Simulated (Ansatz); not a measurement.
Cost and result up the ladder for the cluster Sn₄Cl₄ (8 atoms). Total charge 0; singlet. Geometry: PBE0-D4/def2-SVP.

```xyz
8

Sn   -1.631   -1.047    1.192
Sn    0.087    1.586    0.812
Sn   -1.551    0.023   -1.661
Sn    1.380   -1.498    1.009
Cl   -1.284    2.590   -1.393
Cl   -0.703   -2.636   -0.725
Cl    2.435    0.668    1.979
Cl    1.267    0.314   -1.214
```

Ansatz on 4 threads of Arm Neoverse N1 on a shared host. Times are rough, and most runs start from the orbitals of an earlier one. PBE0-D4/def2-TZVP serves as the yardstick here, not as an exact answer. Differences are given only for rows in sets of like size (and for xTB, whose basis is part of the method), since another set adds its own error. Binding counts from free atoms at the same level (Sn triplet, Cl doublet; other spins of the atoms weren't run), without zero-point energy or a counterpoise term.

In the def2 sets Sn takes a core potential; there is no spin–orbit coupling. Correlated methods freeze 36 core orbitals; core or outer-core shells of Sn are correlated, in sets that lack core-valence functions. The rows differ in basis, and correlated rows in double-zeta sets carry the largest basis error. The structure comes from a short search, and lower isomers may exist.

Correlated methods converge slowly with the basis, most of all in double-zeta sets.

| level | functions | binding energy per atom (eV) | difference from PBE0-D4/def2-TZVP (eV) |
| --- | --- | --- | --- |
| PBE-D4/def2-TZVP | 348 | 2.87 | 0.14 |
| PBE-D4/def2-SVP | 176 | 2.91 | – |
| BLYP-D4/def2-TZVP | 348 | 2.75 | 0.02 |
| B2PLYP/def2-TZVP | 348 | 2.60 | -0.14 |
| PBE0-D4/def2-SVP | 176 | 2.76 | – |
| MP2/def2-SVP | 176 | 2.41 | – |
| PBE-D4/def2-TZVPD | 408 | 2.87 | 0.14 |
| PBE0-D4/def2-TZVP (with forces) | 348 | 2.73 | 0.00 |
| BLYP-D4/def2-TZVPD | 408 | 2.75 | 0.01 |
| r2SCAN-D4/def2-TZVP | 348 | 2.75 | 0.02 |
| RPA@PBE/def2-SVP | 176 | 2.07 | – |

(1) Estimate how long each takes.

Answers

(1) PBE-D4/def2-SVP 5.5 s; PBE0-D4/def2-SVP 11 s; MP2/def2-SVP 12 s; PBE-D4/def2-TZVP 13 s; BLYP-D4/def2-TZVP 14 s; RPA@PBE/def2-SVP 16 s; PBE-D4/def2-TZVPD 22 s; BLYP-D4/def2-TZVPD 26 s; r2SCAN-D4/def2-TZVP 32 s; PBE0-D4/def2-TZVP (with forces) 52 s; B2PLYP/def2-TZVP 59 s. On shared hardware such times vary by a factor of up to 3.
